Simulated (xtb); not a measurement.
xtb input (GFN2-xTB):

```bash
xtb mol.xyz --gfn 2 --sp --chrg 0 --uhf 0
```
mol.xyz:
```
14

C     -1.53979150     0.26545639     0.27089219
C     -0.62338202    -0.98154047     0.20237947
C      0.59707019    -0.03733106     0.27862315
C     -0.32373306     1.12397970    -0.15764146
N      1.71320044    -0.34677875    -0.60216196
H     -1.85565850     0.48487070     1.29119961
H     -2.41652261     0.27983329    -0.37473893
H     -0.66443027    -1.45559828    -0.77908749
H     -0.72968169    -1.74198353     0.97616781
H      0.89113256     0.10039388     1.32883462
H     -0.18380706     2.09367149     0.32031273
H     -0.28014244     1.24464730    -1.24079997
H      2.17970751    -1.19598411    -0.30018422
H      2.40601783     0.39421310    -0.57209056
```

End of the output:

```
         :::::::::::::::::::::::::::::::::::::::::::::::::::::
         ::                     SUMMARY                     ::
         :::::::::::::::::::::::::::::::::::::::::::::::::::::
         :: total energy             -16.044471896285 Eh    ::
         :: gradient norm              0.015606729800 Eh/a0 ::
         :: HOMO-LUMO gap             10.888466736449 eV    ::
         ::.................................................::
         :: SCC energy               -16.256261264199 Eh    ::
         :: -> isotropic ES            0.012454952690 Eh    ::
         :: -> anisotropic ES          0.004287395419 Eh    ::
         :: -> anisotropic XC          0.012456902577 Eh    ::
         :: -> dispersion             -0.007207613635 Eh    ::
         :: repulsion energy           0.211789367915 Eh    ::
         :: add. restraining           0.000000000000 Eh    ::
         :: total charge               0.000000000000 e     ::
         :::::::::::::::::::::::::::::::::::::::::::::::::::::

           -------------------------------------------------
          |                Property Printout                |
           -------------------------------------------------

    * Orbital Energies and Occupations

         #    Occupation            Energy/Eh            Energy/eV
      -------------------------------------------------------------
         1        2.0000           -0.6406212             -17.4322
       ...           ...                  ...                  ...
         3        2.0000           -0.5827374             -15.8571
         4        2.0000           -0.5705604             -15.5257
         5        2.0000           -0.5431762             -14.7806
         6        2.0000           -0.5270095             -14.3407
         7        2.0000           -0.5117576             -13.9256
         8        2.0000           -0.5114035             -13.9160
         9        2.0000           -0.4813934             -13.0994
        10        2.0000           -0.4608451             -12.5402
        11        2.0000           -0.4521622             -12.3040
        12        2.0000           -0.4278492             -11.6424
        13        2.0000           -0.4213059             -11.4643
        14        2.0000           -0.4152300             -11.2990
        15        2.0000           -0.3642873              -9.9128 (HOMO)
        16                          0.0358565               0.9757 (LUMO)
        17                          0.0394401               1.0732
        18                          0.0435470               1.1850
        19                          0.0588509               1.6014
        20                          0.1190227               3.2388
        21                          0.1342117               3.6521
        22                          0.1525906               4.1522
        23                          0.1922382               5.2311
        24                          0.2077326               5.6527
        25                          0.2271851               6.1820
        26                          0.2347808               6.3887
       ...                                ...                  ...
        29                          0.3672738               9.9940
      -------------------------------------------------------------
                  HL-Gap            0.4001438 Eh           10.8885 eV
             Fermi-level           -0.1642154 Eh           -4.4685 eV

     #   Z          covCN         q      C6AA      α(0)
     1   6 C        3.991    -0.059    21.550     6.595
     2   6 C        3.994    -0.069    21.744     6.625
     3   6 C        3.974     0.060    19.497     6.274
     4   6 C        3.994    -0.069    21.744     6.625
     5   7 N        2.628    -0.343    28.842     7.976
     6   1 H        0.924     0.032     2.557     2.501
     7   1 H        0.925     0.031     2.577     2.510
     8   1 H        0.924     0.048     2.340     2.392
     9   1 H        0.925     0.025     2.663     2.552
    10   1 H        0.923    -0.002     3.091     2.749
    11   1 H        0.925     0.025     2.663     2.552
    12   1 H        0.924     0.048     2.340     2.392
    13   1 H        0.860     0.136     1.497     1.917
    14   1 H        0.860     0.136     1.497     1.917

 Mol. C6AA /au·bohr⁶  :       1400.854176
 Mol. C8AA /au·bohr⁸  :      29447.183219
 Mol. α(0) /au        :         55.576137

Wiberg/Mayer (AO) data.
largest (>0.10) Wiberg bond orders for each atom

 ---------------------------------------------------------------------------
     #   Z sym  total        # sym  WBO       # sym  WBO       # sym  WBO
 ---------------------------------------------------------------------------
     1   6 C    3.991 --     4 C    1.003     2 C    1.003     6 H    0.983
                             7 H    0.983
     2   6 C    3.991 --     1 C    1.003     3 C    0.989     9 H    0.982
                             8 H    0.980
     3   6 C    3.979 --     5 N    1.018     2 C    0.989     4 C    0.989
                            10 H    0.965
     4   6 C    3.991 --     1 C    1.003     3 C    0.989    11 H    0.982
                            12 H    0.980
     5   7 N    3.002 --     3 C    1.018    14 H    0.965    13 H    0.965
     6   1 H    0.999 --     1 C    0.983
     7   1 H    0.999 --     1 C    0.983
     8   1 H    0.998 --     2 C    0.980
     9   1 H    0.999 --     2 C    0.982
    10   1 H    1.000 --     3 C    0.965
    11   1 H    0.999 --     4 C    0.982
    12   1 H    0.998 --     4 C    0.980
    13   1 H    0.981 --     5 N    0.965
    14   1 H    0.981 --     5 N    0.965
 ---------------------------------------------------------------------------

Topologies differ in total number of bonds
Writing topology from bond orders to xtbtopo.mol

molecular dipole:
                 x           y           z       tot (Debye)
 q only:        0.048       0.008       0.089
   full:        0.239       0.040       0.434       1.263
molecular quadrupole (traceless):
                xx          xy          yy          xz          yz          zz
 q only:        1.268      -0.078       0.103       0.474      -0.327      -1.371
  q+dip:        1.744       0.101      -0.297       2.204      -0.528      -1.447
   full:        2.288       0.013      -0.020       1.899      -0.675      -2.268

           -------------------------------------------------
Note: The following floating-point exceptions are signalling: IEEE_UNDERFLOW_FLAG IEEE_DENORMAL
normal termination of xtb
          | TOTAL ENERGY              -16.044471896285 Eh   |
          | GRADIENT NORM               0.015606729800 Eh/α |
          | HOMO-LUMO GAP              10.888466736449 eV   |
           -------------------------------------------------

------------------------------------------------------------------------
------------------------------------------------------------------------
 total:
 SCF:
```
